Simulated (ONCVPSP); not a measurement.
## What the settings do to the ONCV potential of Ce

Base potential:

| Quantity | Value |
| --- | --- |
| Element | cerium |
| Generator | ONCVPSP 4.0.1 |
| Type | optimised norm-conserving Vanderbilt (ONCV) |
| Functional | Wu-Cohen |
| Relativity | fully relativistic |
| Frozen core | [Kr] 4d10 |
| Valence charge | 12 |
| Reference configuration | 4f1 5s2 5p6 5d1 6s2 |
| Partial waves | 5s+6s: rc 2.85 bohr, ncon 3, nbas 6, qcut 3.8 1/bohr, 2 projectors; 5p: rc 2.15 bohr, ncon 3, nbas 6, qcut 6.8 1/bohr, 2 projectors, debl 3.6 Ha; 5d: rc 3.45 bohr, ncon 3, nbas 7, qcut 3.8 1/bohr, 1 projector; 4f: rc 1.90 bohr, ncon 4, nbas 9, qcut 9.3 1/bohr, 2 projectors, debl 3.1 Ha |
| Local potential | polynomial inside 1.75 bohr (lpopt 5, dvloc0 1 Ha) |
| Core correction | none |

Open shells are filled in proportion to 2j + 1.

Cutoffs, loose and tight: the cutoffs (Ha) at which the residual kinetic energy of the hardest occupied pseudo-wave falls to 1 and 0.1 mHa per electron. They do not see the model core or the augmentation charge, which bear on the density cutoff. Test errors are all-electron minus pseudo excitation energies from the reference, over the configurations 4f1 5s2 5p6 5d1 6s1; 4f1 5s2 5p6 5d1 6s0; 4f1 5s2 5p6 5d0 6s0; 4f1 5s2 5p6 5d1 6s1 6p1. A dash means not determined; rows that change the core or the reference have their own tests.

| change | outcome | cutoff, loose | cutoff, tight | bound ghosts | GHOST(+) flags above zero | largest test error (meV) |
| --- | --- | --- | --- | --- | --- | --- |
| base | generated | 36 Ha | 39 Ha | none | s | +25 |
| local potential polynomial inside 1.75 bohr (lpopt 5, dvloc0 -2 Ha) | generated | 36 Ha | 39 Ha | none | s, p3/2, p1/2 | +25 |
| local potential polynomial inside 1.75 bohr (lpopt 5, dvloc0 0 Ha) | generated | 36 Ha | 39 Ha | none | s | +25 |
| local potential polynomial inside 1.75 bohr (lpopt 5, dvloc0 2.5 Ha) | generated | 36 Ha | 39 Ha | none | none | +25 |
| local potential polynomial inside 1.75 bohr (lpopt 5, dvloc0 4.5 Ha) | generated | 36 Ha | 39 Ha | none | s | +25 |
| local potential polynomial inside 1.75 bohr (lpopt 5, dvloc0 6 Ha) | generated | 36 Ha | 39 Ha | none | none | +25 |
| local potential polynomial inside 1.75 bohr (lpopt 5, dvloc0 9.5 Ha) | generated | 36 Ha | 39 Ha | none | none | +25 |

Reading the sweep of the dvloc0 (base included, trends over the rows without a ghost): The loose cutoff stays near 36 Ha. The median size of the test errors (rows with all tests solved) stays near 4.3 meV.
